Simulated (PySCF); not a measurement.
GeH₄O₄, SMILES [Ge]([OH])([OH])([OH])[OH]. The structure is a stationary point at ωB97X-D3(BJ)/def2-SVP. The isomer is the one that the SMILES or the coordinates give; other isomers of the formula were not compared. Other conformers were not sampled.

Computed equilibrium geometry at ωB97X-D3(BJ)/def2-SVP (PySCF confirms it by a frequency run) as bond lengths and angles, and its point group (one conformer of several):
point group S4.
Atoms: O1 Ge2 O3 O4 O5 H6 H7 H8 H9. Bond lengths (Å): O1–Ge2 1.757, O1–H6 0.965, Ge2–O3 1.757, Ge2–O4 1.757, Ge2–O5 1.757, O3–H7 0.965, O4–H8 0.965, O5–H9 0.965. Angles (°): Ge2–O1–H6 112.2, O1–Ge2–O3 116.0, O1–Ge2–O4 106.3, O1–Ge2–O5 106.3, O3–Ge2–O4 106.3, O3–Ge2–O5 106.3, O4–Ge2–O5 116.0, Ge2–O3–H7 112.2, Ge2–O4–H8 112.2, Ge2–O5–H9 112.2.
Charge 0, spin multiplicity 1.
